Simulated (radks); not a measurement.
Removal energies from the osmium ion Os2+, [Xe] 4f14 5d(3/2: 4, 5/2: 2), by Delta-SCF beside the eigenvalue of the level emptied. Calculated with a radial shooting solver on a logarithmic mesh with Libxc functionals: Dirac Kohn-Sham, relativistic LDA (MacDonald-Vosko exchange, VWN5 correlation), spin-unpolarised, spherical densities, finite nucleus; Fermi nuclear charge, rms radius of each element as measured or else 0.836 A^(1/3) + 0.57 fm. Sub-shells are occupied by j as written (lower j first in brackets).

removed from                                       final configuration  Delta-SCF (eV)  -eigenvalue (eV)
5d5/2                                     [Xe] 4f14 5d(3/2: 4, 5/2: 1)          28.450            22.580
5d3/2                                     [Xe] 4f14 5d(3/2: 3, 5/2: 2)          29.721            23.720
5p3/2         [Kr] 4d10 4f14 5s2 5p(1/2: 2, 3/2: 3) 5d(3/2: 4, 5/2: 2)          71.814            64.466
4f7/2                       [Xe] 4f(5/2: 6, 7/2: 7) 5d(3/2: 4, 5/2: 2)          80.008            68.047
